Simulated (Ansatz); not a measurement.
Molecule: C2H4N, charge 0, multiplicity 2. It need not be the lowest isomer of its formula. SMILES: [CH2]N=C
Geometry from a B3LYP-D3(BJ)/def2-TZVP (Ansatz, an electronic-structure program) optimisation:
```
N
C 1 1.3156
C 1 1.3156 2 119.76
H 2 1.0827 1 118.95 3 -180.00
H 3 1.0827 1 118.95 2 -180.00
H 3 1.0937 5 118.71 1 -180.00
H 2 1.0937 4 118.71 1 -180.00
```
Charge 0, spin multiplicity 2.

Quantity: vertical ionisation energy (to the singlet state of charge +1; each state is the SCF solution reached for its spin; the UHF <S^2> is 0.96 for the doublet (pure: 0.75)), in eV. Correlated levels leave the core frozen unless marked. Open shells are spin-unrestricted. No spin-orbit coupling. No relativistic terms. CBS marks a two-point X^-3 extrapolation of the correlation energy; Hartree-Fock from the larger set. [CCSD(T)-MP2]/basis is that difference in the basis named.

RI-MP2/CBS(aug-cc-pVTZ,aug-cc-pVQZ)+[CCSD(T)-MP2]/aug-cc-pVDZ (Ansatz) gives 8.58 eV.

Q: Another calculation gave 8.47 eV. Which level was it?
A. B2PLYP/def2-TZVPD (Ansatz)
B. SVWN5/def2-TZVPD (Ansatz)
C. CAM-B3LYP/def2-TZVPD (Ansatz)

A: A, B2PLYP/def2-TZVPD (Ansatz). The others give 8.84 (SVWN5), 8.68 (CAM-B3LYP) eV.
